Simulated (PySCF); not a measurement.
An unknown is described by computed data only.

Formula: C9H14O.

| Quantity | Value |
| --- | --- |
| 13C NMR | chemical shifts (computed TMS as zero) by class: 150.5 (1 C), 109.8 (1 C), 68.7 (1 C), 20.9 (1 C), 19.7 (1 C), 19.1 (1 C), 18.6 (1 C), 9.5 (1 C), 7.4 (1 C) ppm [GIAO PBE0/pcSseg-1] |
| 1H NMR | chemical shifts (computed TMS as zero) by class: 6.26 (1 H), 4.31 (1 H), 4.29 (1 H), 3.89 (1 H), 2.24 (1 H), 1.35 (3 H), 1.07 (1 H), 0.91 (1 H), 0.83 (1 H), 0.78 (1 H), 0.71 (1 H), 0.56 (1 H) ppm [GIAO PBE0/pcSseg-1] |
| Dipole | 1.26 D [PBE0/pcSseg-1] |
| Rotational structure | rotational constants A, B, C: 2.966, 0.581, 0.545 GHz [GFN2-xTB] |
| NMR, other nuclei | isotropic shieldings of nuclei other than C and H, by class: 201 (1 O) ppm [GIAO PBE0/pcSseg-1] |

The electronic properties come from PySCF, for the isolated species, density fitting. Levels stand in brackets. One conformer (not necessarily the lowest) at the GFN2-xTB geometry, without solvent, vibrations or thermal averaging. NMR values are class means; diastereotopic atoms form classes of their own.

Question: What is the compound? Reason from the data.

Answer: Numbering: `[CH3:1][CH2:2][O:3]/[CH:4]=[CH:5]\[C@@H:6]1[CH2:7][C:8]12[CH2:9][CH2:10]2`. Its formula, C9H14O, gives 3 degrees of unsaturation: 2 rings and 1 π bond in the structure found. 9 carbons fall into 9 classes; from least to most shielded: vinylic carbon bearing oxygen [C4] (150.5 ppm), alkene CH carbon [C5] (109.8 ppm), chain sp3 carbon bound to oxygen [C2] (68.7 ppm), allylic carbon [C6] (20.9 ppm), sp3 carbon at a ring junction [C8] (19.7 ppm), three-membered-ring carbon [C7] (19.1 ppm), methyl carbon [C1] (18.6 ppm), three-membered-ring carbon [C9] (9.5 ppm), three-membered-ring carbon [C10] (7.4 ppm). Hydrogen classes from least to most shielded: 1 H on a vinylic carbon bearing oxygen, C4 (6.26 ppm), 1 H on an sp3 carbon bound to oxygen, C2 (4.31 ppm), 1 H on an sp3 carbon bound to oxygen, C2 (4.29 ppm), 1 H on an alkene CH carbon, C5 (3.89 ppm), 1 H on an allylic carbon, C6 (2.24 ppm), 3 H on a methyl carbon, C1 (1.35 ppm), 1 H on a three-membered-ring carbon, C7 (1.07 ppm), 1 H on a three-membered-ring carbon, C10 (0.91 ppm), 1 H on a three-membered-ring carbon, C9 (0.83 ppm), 1 H on a three-membered-ring carbon, C9 (0.78 ppm), 1 H on a three-membered-ring carbon, C10 (0.71 ppm), 1 H on a three-membered-ring carbon, C7 (0.56 ppm). The other shieldings belong to: 201 ppm, ether oxygen [O3]. The optimised geometry has point group C1 and is an asymmetric top. Structure: `C(/[C@H]1C2(CC2)C1)=C/OCC`. Computed isomers that give other values at the same levels: `CC1=CC(=O)CC(C)(C)C1` (13C chemical shifts (computed TMS as zero) by class: 201.5 (1 C), 166.5 (1 C), 132.7 (1 C), 54.3 (1 C), 48.3 (1 C), 36.4 (1 C), 29.5 (2 C), 28.2 (1 C) ppm); `C[C@]1(C2CC2)CCCC1=O` (13C chemical shifts (computed TMS as zero) by class: 227.0 (1 C), 48.8 (1 C), 43.7 (1 C), 42.8 (1 C), 27.7 (1 C), 22.9 (1 C), 20.9 (1 C), 5.1 (1 C), -0.1 (1 C) ppm); `C/C=C\C(=C\CC)C(C)=O` (13C chemical shifts (computed TMS as zero) by class: 213.3 (1 C), 150.7 (1 C), 146.7 (1 C), 137.6 (1 C), 135.8 (1 C), 33.2 (1 C), 27.5 (1 C), 18.8 (1 C), 16.4 (1 C) ppm). The assignments are read from this structure; whether some other isomer fits the data as well wasn't checked. The mirror image fits equally.

The values belong to the conformer `[CH3:1][CH2:2][O:3]/[CH:4]=[CH:5]\[C@@H:6]1[CH2:7][C:8]12[CH2:9][CH2:10]2`: C1–C2–O3–C4 168°, C2–O3–C4–C5 9°, C4–C5–C6–C7 -133°.
